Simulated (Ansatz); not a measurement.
```yaml
crystal:
  periodic: [false, false, false]
  atoms:
    - {symbol: O, position_ang: [1.201160, -0.327848, -0.341689]}
    - {symbol: Ga, position_ang: [-0.424646, -0.919119, 0.122943]}
    - {symbol: Cl, position_ang: [-1.965070, 0.552477, 0.555222]}
    - {symbol: H, position_ang: [1.244055, 0.634292, -0.356775]}
basis:
  gaussian: {orbitals: def2-mTZVPP}
total_charge: -1
hamiltonian: {xc: {name: B97M-V}}
output: {forces: true}
```

```sh
$ ansatz run in.yaml --threads 2 --pin off --events-out ev --progress --plain --max-ram 32768MiB --backend cpu
```

It prints (some lines left out):

```
Functional definition: B97M-V
846 factors; their error is unknown
mean field evaluation 1: about -66952.9102 eV, gradient 2.9e1 eV
mean field evaluation 2: about -66948.3153 eV, gradient 6.0e1 eV
mean field evaluation 4: about -66954.2248 eV, gradient 1.7e0 eV
mean field evaluation 8: about -66954.2302 eV, gradient 4.0e-2 eV
mean field evaluation 16: about -66954.2161 eV, gradient 3.8e-5 eV
mean field -66954.21614578 eV, -2460.5220601599 hartree, gradient 3.8e-5 eV, S^2 0.000000; 0 other end points of the search recorded, 0 dependent functions left out
reference -66954.21618756 eV, -2460.5220616951 hartree; 29, 29 occupied and 63, 63 virtual orbitals, 846 factors
Total energy: -66954.21618756 eV, -2460.5220616951 hartree
Atom 0 at     1.201160    -0.327848    -0.341689 Å, force     1.375898     1.517681    -0.396423 eV/Å
Atom 1 at    -0.424646    -0.919119     0.122943 Å, force    -0.260426    -3.806819     0.088423 eV/Å
Atom 2 at    -1.965070     0.552477     0.555222 Å, force    -1.392476     2.210158     0.387508 eV/Å
Atom 3 at     1.244055     0.634292    -0.356775 Å, force     0.277004     0.078980    -0.079508 eV/Å
Dipole moment:     0.043588     0.431224    -0.013800 e Å
```

It took 4.7 s on 2 threads of a server CPU on a shared host, with 0.46 GiB of host memory at the peak.
